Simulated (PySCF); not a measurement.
SnOCl2, SMILES [O]=[Sn]([Cl])[Cl]. Heavy atoms are numbered as in [Sn:1](=[O:2])([Cl:3])[Cl:4].

Geometry optimised at B3LYP-D3(BJ)/def2-SVP. The def2 effective core potentials stand for the cores of Sn; spin–orbit coupling is left out.

These are PBE/def2-TZVPD in PySCF values and carry that method's errors.

Mulliken values depend strongly on the basis, most of all with diffuse functions as here. ESP charges are fitted to the potential on shells at 1.4 to 2.0 van der Waals radii. Atomic charges (e), one atom of each kind:

```
atom  ESP fit  Mulliken
----  -------  --------
Sn1         ?      1.15
O2          ?     -0.55
Cl3         ?     -0.30
```

**Question.** Some entries are withheld; supply them. (An estimate is asked for; the answer gives what the named calculation found.)

**Answer.** 
- Sn1, ESP fit: 0.72
- O2, ESP fit: -0.44
- Cl3, ESP fit: -0.14
